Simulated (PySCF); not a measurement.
## Deuteron quadrupole couplings in `C=CC[P@](C)(P)=CC`

Compound: C₆H₁₄P₂.
SMILES with atom numbers: `[CH2:1]=[CH:2][CH2:3][P@:4]([CH3:5])([PH2:6])=[CH:7][CH3:8]` (hydrogens: H9, H10 on C1; H11 on C2; H12, H13 on C3; H14, H15, H16 on C5; H17, H18 on P6; H19 on C7; H20, H21, H22 on C8)

Cartesian coordinates in Å at the PBE0-D3(BJ)/def2-SVP level; atoms count from 1:
```xyz
22
C6H14P2 angstrom
C      3.1773    0.8384   -0.3893
C      2.2227    0.6061    0.5143
C      1.3974   -0.6368    0.5715
P     -0.3048   -0.3573   -0.0646
C     -1.1399   -1.9760   -0.0880
P      0.1737   -0.2073   -2.3272
C     -1.1135    0.7600    0.8929
C     -2.5904    1.0153    0.7930
H      3.4372    0.0943   -1.1498
H      3.7326    1.7795   -0.4003
H      1.9902    1.3744    1.2605
H      1.2773   -0.9964    1.6057
H      1.8401   -1.4381   -0.0413
H     -1.2858   -2.3182    0.9463
H     -0.5385   -2.7018   -0.6542
H     -2.1212   -1.8777   -0.5740
H     -1.2080    0.0274   -2.6136
H      0.4727    1.1842   -2.2289
H     -0.4835    1.6047    1.1969
H     -3.1522    0.1096    0.5093
H     -2.9957    1.3305    1.7700
H     -2.8729    1.8040    0.0678
```

Level: PBE0/pcSseg-1 (PySCF, non-relativistic); Q(2H) = 0.00286 b; rigid geometry, the same for H and D, with no vibrational averaging.

Question: Rank these positions by the coupling χzz of a deuteron there, largest first.
A. H18 (P–H hydrogen)
B. H12 (methylene hydrogen)
C. H15 (methyl hydrogen)
D. H10 (vinylic hydrogen)
E. H19 (hydrogen on carbon)

Answer: E (211 kHz), D (207 kHz), C (197 kHz), B (193 kHz), A (116 kHz).

Give the electric field gradient Vzz (the principal value of largest size), its asymmetry and the 2H coupling at each hydrogen.

| atom | bonded to | bond length (Å) | Vzz (au) | η | χzz (kHz) |
| --- | --- | --- | --- | --- | --- |
| H9 | C1 | 1.095 | 0.3016 | 0.06 | 203 |
| H10 | C1 | 1.093 | 0.3074 | 0.05 | 207 |
| H11 | C2 | 1.096 | 0.2975 | 0.06 | 200 |
| H12 | C3 | 1.102 | 0.2870 | 0.04 | 193 |
| H13 | C3 | 1.102 | 0.2856 | 0.03 | 192 |
| H14 | C5 | 1.099 | 0.2947 | 0.01 | 198 |
| H15 | C5 | 1.100 | 0.2931 | 0.02 | 197 |
| H16 | C5 | 1.099 | 0.2949 | 0.02 | 198 |
| H17 | P6 | 1.430 | 0.1704 | 0.08 | 115 |
| H18 | P6 | 1.427 | 0.1726 | 0.06 | 116 |
| H19 | C7 | 1.097 | 0.3136 | 0.18 | 211 |
| H20 | C8 | 1.103 | 0.2912 | 0.05 | 196 |
| H21 | C8 | 1.104 | 0.2894 | 0.02 | 194 |
| H22 | C8 | 1.108 | 0.2812 | 0.01 | 189 |

Average by the element that carries the hydrogen.

on C: 198 kHz over 12 positions, mean bond length 1.100 Å; on P: 115 kHz over 2 positions, mean bond length 1.429 Å.

How does χzz go with the bond length over the 12 C–H bonds?

A straight-line fit has a slope of -12.5 kHz for each 0.01 Å, with a correlation coefficient of -0.85, over lengths from 1.093 to 1.108 Å. The longer bonds have the smaller couplings here.

Geometry: PBE0-D3(BJ)/def2-SVP, one conformer, isolated molecule. The basis is small and wasn't made for field gradients, so the couplings can be 20 % off.
